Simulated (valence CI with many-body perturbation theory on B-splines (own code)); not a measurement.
## Hyperfine factors and g values of Sr²²⁺

Calculated by relativistic CI+MBPT: six valence electrons over a frozen Dirac-Fock core [Ne], a basis of 9 s, 9 p, 8 d, 6 f, 3 g, 1 h functions for each j, with the one-electron correlation potential Σ1 (screened to all orders), the two-electron term Σ2, the three-electron term Σ3, Breit, model QED; selected single and double excitations, second order for the rest, scaled by the run's own slope (own B-spline code, finite nucleus).

No measured spectrum was set against this ion. As an estimate, levels of excited configurations hold to 0.05 to 0.15 % of their energy, terms of the ground configuration to about 0.5 %. Among the levels kept, up to 1500 cm⁻¹ of a level comes from second order outside the variational space, and about a tenth of that is noise between levels of different J, which matters for small intervals.

A/g_I is the dipole constant over the nuclear g factor μ/I (μ in nuclear magnetons, uniformly magnetised nucleus), B/Q the quadrupole constant per barn. Both hold the static response of the core; the bare values leave it out. Large factors of s and p1/2 electrons are usually good to 5 to 10 %; those of open d and f shells near neutrality can be off by tens of per cent, and small factors of p3/2, d and f electrons come from cancelling terms and can be off by a factor of two or in sign, in half-filled shells by more. B is blank for J = 1/2, where it vanishes, and for nearly pure S terms. Energies count from the lowest level. Levels with J = 0 are left out.

Names give the largest LS component (configuration and term), which can be under half, so a name can repeat, a term be missing and a line seem to break the LS rules; names also repeat where a configuration has a term twice. Letters in brackets count levels of one name in rising energy.

| Level | E (cm⁻¹) | g | A/g_I (MHz) | A/g_I bare | B/Q (MHz/b) | B/Q bare |
| --- | --- | --- | --- | --- | --- | --- |
| 3s2 3p4 3P_2 | 0 | 1.407 | 18300 | 18200 | 16300 | 15800 |
| 3s2 3p4 3P_1 | 104630 | 1.499 | -2330 | -1560 | -17100 | -16600 |
| 3s2 3p4 1D_2 | 143090 | 1.089 | 40700 | 39600 | -50700 | -49200 |
| 3s 3p5 3P°_2 | 616580 | 1.497 | 81400 | 79100 | -30400 | -29600 |
| 3s 3p5 3P°_1 | 663810 | 1.404 | 12300 | 12900 | 8570 | 8310 |
| 3s2 3p3 3d 5D°_2 [a] | 761360 | 1.182 | 11400 | 11700 | -2220 | -2110 |
| 3s2 3p3 3d 5D°_3 [a] | 765380 | 1.357 | 8460 | 9020 | 7770 | 7740 |
| 3s2 3p3 3d 5D°_1 | 775850 | 1.438 | 14500 | 14900 | -4950 | -5010 |
| 3s2 3p3 3d 5D°_4 | 783980 | 1.418 | 4950 | 5530 | 8770 | 9100 |
| 3s 3p5 1P°_1 | 796600 | 1.095 | 102000 | 98400 | -18400 | -17900 |
| 3s2 3p3 3d 5D°_2 [b] | 805530 | 1.230 | 5140 | 5620 | -7200 | -6920 |
| 3s2 3p3 3d 5D°_3 [b] | 849630 | 1.202 | 5000 | 5450 | 18600 | 18400 |
| 3s2 3p3 3d 3D°_1 [a] | 855890 | 0.604 | 28300 | 27400 | -3680 | -3520 |
| 3s2 3p3 3d 3F°_2 [a] | 858750 | 0.930 | 29900 | 29200 | -32600 | -31700 |
| 3s2 3p3 3d 3F°_3 [a] | 872860 | 1.151 | 25200 | 24900 | -23100 | -22400 |
| 3s2 3p3 3d 3G°_3 | 885330 | 1.019 | 6220 | 6410 | 21000 | 21000 |
| 3s2 3p3 3d 3G°_4 | 892950 | 1.181 | 17400 | 17400 | -2270 | -1860 |
| 3s2 3p3 3d 3F°_4 [a] | 912310 | 1.207 | 9670 | 9910 | 31500 | 31000 |
| 3s2 3p3 3d 3D°_1 [b] | 925530 | 0.609 | 5400 | 5360 | -2740 | -2540 |
| 3s2 3p3 3d 1G°_4 | 927460 | 1.041 | 23800 | 23400 | -3960 | -3220 |
| 3s2 3p3 3d 3G°_5 | 935230 | 1.198 | 19700 | 19500 | 7110 | 7500 |
| 3s2 3p3 3d 1D°_2 | 948030 | 0.971 | 27300 | 27000 | 17800 | 17600 |
| 3s2 3p3 3d 3P°_1 [a] | 972730 | 1.404 | 4240 | 5180 | -1270 | -1290 |
| 3s2 3p3 3d 3D°_2 | 992310 | 1.191 | -5700 | -4860 | 20000 | 19800 |
| 3s2 3p3 3d 3F°_3 [b] | 1005700 | 1.069 | 18700 | 18500 | 3470 | 3890 |
| 3s2 3p3 3d 3F°_2 [b] | 1005800 | 0.980 | 19200 | 19000 | 17000 | 16700 |
| 3s2 3p3 3d 3D°_3 [a] | 1023100 | 1.179 | 19100 | 19000 | 8760 | 8790 |
| 3s2 3p3 3d 3P°_2 [a] | 1034200 | 1.292 | 24600 | 24400 | 2770 | 2620 |
| 3s2 3p3 3d 3P°_1 [b] | 1047700 | 1.443 | 21800 | 21500 | -5940 | -5740 |
| 3s2 3p3 3d 3F°_4 [b] | 1059500 | 1.193 | 11000 | 11200 | -3970 | -3310 |
| 3s2 3p3 3d 3D°_3 [b] | 1064000 | 1.237 | 8300 | 8670 | 12300 | 12300 |
| 3s2 3p3 3d 3S°_1 | 1068100 | 1.577 | 5270 | 6170 | -4340 | -4240 |
| 3s2 3p3 3d 3P°_2 [b] | 1078900 | 1.330 | 6830 | 7330 | 23300 | 22700 |

Problem. Take the isotope of mass number 87, with I = 9/2, μ = -1.09316 μN and Q = 0.305 b. What is the hyperfine structure of 3s2 3p3 3d 5D°_3 [a]?

Solution. From the table A = -2050 MHz, B = 2370 MHz. Shifts from the centre of gravity in MHz: F = 3/2: 34900, F = 5/2: 29300, F = 7/2: 21600, F = 9/2: 11900, F = 11/2: 373, F = 13/2: -12700, F = 15/2: -27100.
